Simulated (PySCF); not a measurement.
## NbO2Br, singlet: molecular constants

All numbers come from PySCF, PBE0, basis Nb def2-SVP with ECP28, O def2-SVP, Br def2-SVP (scalar-relativistic core potentials, no spin–orbit coupling, density fitting).

The structure is a minimum.

```xyz
4
charge 0 multiplicity 1, angstrom
Nb   -0.7583    0.0000   -0.3970
O    -1.6722    1.3592    0.0487
O    -1.6722   -1.3592    0.0487
Br    1.5762    0.0000    0.4538
```

```json
{
  "Point group": "Cs",
  "Bond lengths": "Nb–Br 2.485 Å, Nb–O 1.697 Å (×2)",
  "Bond angles": "Br–Nb–O 114.6° (×2), O–Nb–O 106.4°",
  "Rotational symmetry number": "1",
  "Principal polarisabilities": "34.1, 49.6, 68.1 bohr³",
  "Lowest empty level": "-3.90 eV",
  "Highest occupied level": "-8.64 eV",
  "Dipole moment": "4.48 D",
  "Entropy at 298.15 K and 1 bar": "325.7 J/(mol K)",
  "Principal quadrupole moments (Buckingham, traceless) about the centre of mass": "-9.65, -5.71, 15.36 D Å",
  "Atomisation energy without zero-point energy": "1747 kJ/mol",
  "Heat capacity Cp at 298.15 K": "65.7 J/(mol K)",
  "Rotational constants": "0.2419, 0.04557, 0.04029 cm⁻¹",
  "Zero-point energy": "17.9 kJ/mol",
  "Enthalpy at 298.15 K above 0 K": "15.58 kJ/mol"
}
```

Harmonic modes (masses in u: Nb 92.906, O 15.995, Br 78.918):
| symmetry | ω (cm⁻¹) | IR (km/mol) | μ (u) |
| --- | --- | --- | --- |
| a' | 135 | 39.8 | 22.73 |
| a'' | 155 | 2.3 | 20.11 |
| a' | 270 | 39.2 | 41.09 |
| a' | 381 | 19.5 | 21.62 |
| a'' | 1004 | 236 | 18.93 |
| a' | 1046 | 143 | 17.80 |

Charges (e):
```
atom  Mulliken  Löwdin  polar tensor  Mayer order to Nb1
 Nb1      0.97    0.18          2.11                   –
O2,3     -0.34   -0.13         -0.79                2.25
 Br4     -0.29    0.09         -0.53                1.12
```

Mulliken populations on Nb1 (electrons outside its core potential): s 2.22, p 6.43, d 3.26, f 0.12.

Outer orbital energies (eV). occupied: -11.33, -10.97, -10.77, -10.18, -9.67, -8.86, -8.79, -8.64; empty: -3.90, -2.56, -1.42, -0.47.

Formally Nb is in oxidation state +5, d0. The polar-tensor charge on Nb, 2.11, is far below the formal one.

This need not be the most stable arrangement of these atoms.

The final relaxation and frequency run took of the order of 110 core-seconds on a shared host.
